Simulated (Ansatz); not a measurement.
`c1c[se]c(-c2ccc(-c3ccc(-c4ccc(-c5ccc(-c6ccc[se]6)[se]5)[se]4)[se]3)[se]2)c1` with charge +1. Total charge 1; doublet. Geometry r2SCAN-D4/def2-SVP, that of the neutral singlet.

```xyz
44

C    -4.1322   -8.7891    5.4123
C    -3.3082   -8.5326    6.4813
Se   -2.2500   -7.0347    6.1790
C    -3.0787   -6.8675    4.4938
C    -2.7467   -5.8174    3.5666
C    -3.2905   -5.5967    2.3077
C    -2.7825   -4.4873    1.6008
C    -1.7993   -3.7474    2.2466
C    -1.1029   -2.5850    1.7903
C    -0.1196   -1.8457    2.4373
C     0.3880   -0.7374    1.7304
C    -0.1548   -0.5154    0.4701
C     0.1541    0.5153   -0.4708
C    -0.3871    0.7362   -1.7320
C     0.1204    1.8447   -2.4386
C     1.1018    2.5854   -1.7904
C     1.7982    3.7480   -2.2464
C     2.7823    4.4870   -1.6009
C     3.2906    5.5963   -2.3076
C     2.7461    5.8180   -3.5660
C     3.0785    6.8680   -4.4932
C     4.0077    7.8847   -4.3236
C     4.1315    8.7903   -5.4108
C     3.3108    8.5316   -6.4817
Se    2.2541    7.0322   -6.1807
Se    1.4442    4.5074   -3.9408
Se    1.4559    1.8339   -0.0922
Se   -1.4592   -1.8319    0.0932
Se   -1.4467   -4.5052    3.9420
C    -4.0099   -7.8826    4.3257
H    -4.8298   -9.6311    5.4031
H    -3.2287   -9.0878    7.4160
H    -4.0654   -6.2468    1.8950
H    -3.1376   -4.2191    0.6011
H     0.2361   -2.1127    3.4368
H     1.1641   -0.0869    2.1443
H    -1.1613    0.0843   -2.1472
H    -0.2336    2.1107   -3.4390
H     3.1383    4.2178   -0.6018
H     4.0667    6.2453   -1.8956
H     4.6006    7.9760   -3.4105
H     4.8276    9.6335   -5.4005
H     3.2330    9.0856   -7.4172
H    -4.6056   -7.9719    3.4142
```

Single mean-field runs in def2-SVP are fitted with def2-universal-jkfit.

(1) Estimate the α-spin orbital energies around the gap (eV) in Ansatz with PBE-D4/def2-SVP, r2SCANh-D4/def2-SVP, PBE0-D4/def2-SVP.

Answers

(1) 
```
orbital  PBE-D4/def2-SVP  r2SCANh-D4/def2-SVP  PBE0-D4/def2-SVP
 HOMO−5            -8.75                -9.46             -9.85
 HOMO−4            -8.48                -9.16             -9.52
 HOMO−3            -8.40                -9.06             -9.42
 HOMO−2            -8.25                -8.90             -9.28
 HOMO−1            -7.68                -8.24             -8.57
   HOMO            -7.26                -7.79             -8.10
   LUMO            -5.80                -5.77             -5.44
 LUMO+1            -5.20                -5.04             -4.66
 LUMO+2            -4.58                -4.32             -3.91
 LUMO+3            -4.18                -3.76             -3.33
 LUMO+4            -4.17                -3.75             -3.31
 LUMO+5            -3.94                -3.60             -3.16
 β HOMO            -7.56                -7.94             -8.16
 β LUMO            -7.08                -7.10             -6.94
```
